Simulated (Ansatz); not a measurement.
CH9BOSi2 (`CB(O)[SiH2][SiH3]`), relaxed with RKS PBE-D4/def2-SVP in Ansatz from a rough embedded geometry. The force threshold is 0.03 eV/Å; the program also tests the step.

Total charge 0; spin multiplicity 1.

Start:

```xyz
14

C     1.300   -1.081    0.898
B     1.172   -0.184   -0.331
O     2.011   -0.426   -1.517
Si   -0.169    1.279   -0.329
Si   -2.148    0.460    0.012
H     0.355   -1.641    1.158
H     1.610   -0.520    1.803
H     2.062   -1.914    0.718
H     1.415   -1.018   -2.043
H    -0.068    2.017   -1.557
H     0.241    2.208    0.825
H    -2.218   -0.254    1.314
H    -2.452   -0.493   -1.041
H    -3.112    1.569    0.090
```

By how much does the energy fall, and how many steps does the optimiser take? (An estimate is asked.)

Ansatz gave: 1.33 eV, in 12 steps.

Which bonds change most? (Estimate.)

Ansatz gave: Si4–Si5 from 2.169 to 2.355 Å; B2–O3 from 1.472 to 1.368 Å; Si4–H10 from 1.436 to 1.515 Å; B2–Si4 from 1.985 to 2.050 Å.

Give the relaxed structure. (An estimate is asked.)

The calculation gave: 
```xyz
14

C     1.443   -1.195    0.996
B     1.187   -0.381   -0.326
O     1.792   -0.812   -1.474
Si   -0.075    1.235   -0.345
Si   -2.280    0.485    0.009
H     0.487   -1.612    1.385
H     1.820   -0.528    1.802
H     2.162   -2.028    0.856
H     1.583   -0.257   -2.247
H    -0.045    1.970   -1.668
H     0.244    2.236    0.739
H    -2.360   -0.250    1.322
H    -2.678   -0.475   -1.083
H    -3.279    1.613    0.034
```
